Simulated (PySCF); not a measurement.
# Two-component Hartree-Fock for Te (tellurium, neutral)

Start: [Kr] 4d10 5s2 5p4; 5p1/2 filled at m_j = +1/2; 5p3/2 filled at m_j = -1/2, +1/2, +3/2. Calculated with PySCF 2.14 in x2c-TZVPall-2c with one added diffuse shell each of s, p, d, f type (9s10p6d3f, 90 functions): generalised Hartree-Fock with the X2C-1e Hamiltonian and a Gaussian nucleus; one run each with spin-orbit coupling (SO) switched off, then screened by Boettger's factors. This is a chosen level, not necessarily the ground level.

```csv
spinor shell,electrons,"ε, spin-free (eV)","ε, screened SO (eV)",weight of nominal j (screened SO),"rms radius, screened SO (bohr)"
1s1/2,2,-31973.0,-31969.5,1.000,0.0318
2s1/2,2,-5000.7,-4999.6,1.000,0.130
2p1/2,2,-4482.0,-4672.6,1.000,0.112
2p3/2,4,-4482.0,-4395.5,1.000,0.117
3s1/2,2,-1037.0,-1036.6,1.000,0.343
3p1/2,2,-864.34,-900.84,1.000,0.336
3p3/2,4,-864.34,-847.50,1.000,0.347
3d3/2,4,-603.82,-610.09,1.000,0.320
3d5/2,6,-603.82,-599.16,1.000,0.323
4s1/2,2,-193.45,-193.24,1.000,0.815
4p1/2,2,-137.45,-144.39,1.000,0.858
4p3/2,4,-137.45,-134.05,1.000,0.887
4d3/2,4,-53.222,-54.043,0.996,1.04
4d5/2,6,-53.222,-52.386,0.997,1.05
5s1/2,2,-20.383,-20.310,0.999,2.29
5p3/2,3,-9.822,-10.282,0.561,2.84
5p1/2,1,-9.822,-8.584,0.558,2.93
```

```csv
quantity,spin-free,screened SO
E (hartree),-6789.95893,-6791.85770
M_J,2,2
⟨J²⟩,6.018,6.031
⟨L²⟩,2.012,2.290
⟨S²⟩,2.006,1.902
```

Each row is a mean over spinors that exchange with the open shell spreads, by up to 4.160 eV (5s1/2).

Rows whose weight is well below 1 are mixtures of j = l ± 1/2: exchange outweighs spin-orbit coupling there, and the label is only the starting occupation.

Breit and QED terms are absent; they matter most for the inner s and p1/2 levels.

Densities and radii are taken from the X2C orbitals without a picture-change correction, which distorts them close to the nucleus.

Without spin-orbit coupling the j labels of p, d and f shells carry no meaning; the spin-free column gives the mean over the occupied spinors of each nl shell.
